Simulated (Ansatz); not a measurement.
A structure relaxed at PBE-D4/def2-SVP in Ansatz, charge 1, singlet:

```xyz
6

V    -0.408    0.736   -0.868
V     0.236    0.870    1.250
V    -0.839   -1.292   -0.072
O     0.053   -0.879    1.393
O    -0.133   -0.947   -1.602
O     1.091    1.512   -0.101
```

Task: Give its formula and point group.

Result: the cluster V3O3⁺. Point group Cs (tolerance 0.1 Å).

Task: Summarise the bond lengths by kind (pairs closer than 1.2 times the sum of covalent radii, bridged metal pairs left out).

Result: 6 × O–V 1.72 to 1.86 Å.

The restricted singlet is unstable towards broken spin symmetry in Hartree–Fock (as tested in another run); at PBE-D4/def2-SVP this wasn't settled. Another isomer (singlet) lies 0.29 eV lower at PBE0-D4/def2-TZVP; other spin states weren't run for this one.
